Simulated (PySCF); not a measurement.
**Continuum solvent and chemical shifts**

Bonds (- single, = double, # triple, : aromatic): F1-C2 1.340 Å, C2-F3 1.341 Å, C2-F4 1.337 Å, C2-C5 1.500 Å, C5-Si6 1.888 Å, Si6-O7 1.656 Å, O7-Si8 1.659 Å. C5 carries H9, H10; Si6 carries H11, H12; Si8 carries H13, H14, H15.

GIAO PBE0/pcSseg-1 in PySCF on one PBE0-D3(BJ)/def2-SVP conformer, non-relativistic, equivalent nuclei averaged. Solvents enter as an IEF-PCM continuum (benzene with ε = 2.3, dimethylsulfoxide with ε = 46.8) around the gas-phase geometry. Shifts are referred to CFCl3, TMS computed in the same medium.

Gas phase, δ in ppm: F1/F3/F4 -69.0, C2 131.3, C5 24.3, Si6 -17.6, Si8 -35.5, H11/H12 5.16, H13/H14/H15 5.04, H9/H10 1.74. Dipole moment 2.27 D.

**Question.** How does each δ change in the continuum?

**Answer.** 
```tsv
atoms	environment	Δδ, benzene	Δδ, dimethylsulfoxide
F1/F3/F4	fluorine of a CF3 group	0.0	+0.3
C2	CF3 carbon	+0.9	+2.0
C5	sp3 CH2 bonded to Si	+0.1	+0.2
Si6	silicon bonded to C, O, 2 H	+0.1	+0.1
Si8	silicon bonded to O, 3 H	+0.2	+0.4
H11/H12	hydrogen on a silicon bonded to C, O	-0.02	-0.06
H13/H14/H15	hydrogen on a silicon bonded to O	-0.02	-0.04
H9/H10	hydrogen on an sp3 CH2 bonded to Si	+0.14	+0.31
```

Changes are relative to the gas phase. The dipole moment becomes 2.43 D in benzene, 2.59 D in dimethylsulfoxide.

**Question.** Which of the listed nuclei move most (in ppm), and what does the model miss? (N and O are left out, as their reference compounds move with the solvent too.)

**Answer.** C2 (CF3 carbon, +2.0 ppm) in dimethylsulfoxide. A continuum only polarises the solute; specific hydrogen bonds, the anisotropy of aromatic solvents and changes of geometry or conformer are outside it.
